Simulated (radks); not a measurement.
I, 53 electrons, occupied as [Kr] 4d10 5s2 5p4 5f1 (not the ground configuration).

Calculated with a radial shooting solver on a logarithmic mesh with Libxc functionals: Dirac Kohn-Sham, PBEsol, spin-unpolarised, spherical densities, point nucleus; open shells fill j = l - 1/2 first.

Energy parts (eV):
| part | energy |
|---|---|
| total | -193627.850 |
| kinetic | 205231.350 |
| electron-nucleus | -470266.538 |
| Hartree | 76259.583 |
| exchange-correlation | -4852.246 |

Orbitals (lengths in bohr, moments of r in powers of bohr):
| orbital | occ. | eigenvalue (eV) | <1/r> | <r^2> | <r^4> |
|---|---|---|---|---|---|
| 1s1/2 | 2 | -32952.71 | 56.82 | 0.001005 | 2.645e-06 |
| 2s1/2 | 2 | -5096.788 | 13.26 | 0.01614 | 0.0004498 |
| 2p1/2 | 2 | -4783.096 | 13.24 | 0.01193 | 0.0002871 |
| 2p3/2 | 4 | -4484.585 | 12.21 | 0.01322 | 0.0003445 |
| 3s1/2 | 2 | -1035.047 | 4.727 | 0.1128 | 0.01938 |
| 3p1/2 | 2 | -905.3419 | 4.639 | 0.1075 | 0.01847 |
| 3p3/2 | 4 | -849.1743 | 4.385 | 0.1156 | 0.02127 |
| 3d3/2 | 4 | -620.4797 | 4.240 | 0.09729 | 0.01733 |
| 3d5/2 | 6 | -608.6642 | 4.175 | 0.09964 | 0.01811 |
| 4s1/2 | 2 | -188.3490 | 1.902 | 0.6190 | 0.5648 |
| 4p1/2 | 2 | -143.0819 | 1.792 | 0.6809 | 0.7068 |
| 4p3/2 | 4 | -132.1042 | 1.709 | 0.7317 | 0.8171 |
| 4d3/2 | 4 | -59.3499 | 1.455 | 0.9794 | 1.648 |
| 4d5/2 | 6 | -57.6311 | 1.434 | 1.004 | 1.736 |
| 5s1/2 | 2 | -24.9867 | 0.6804 | 4.170 | 26.32 |
| 5p1/2 | 2 | -14.8944 | 0.5729 | 5.812 | 53.63 |
| 5p3/2 | 2 | -13.7446 | 0.5466 | 6.316 | 63.40 |
| 5f5/2 | 1 | -0.3595 | 0.04345 | 973.5 | 1254000 |
| 5f7/2 | 0 | -0.3595 | 0.04345 | 973.5 | 1254000 |

The highest occupied level is 5f5/2 at -0.360 eV. The density falls to 0.001 e/bohr^3 at r = 4.18 bohr. Summed over all electrons, <r^2> = 1024 bohr^2, which gives a Langevin (diamagnetic) susceptibility term of -811 x 10^-6 cm^3/mol.
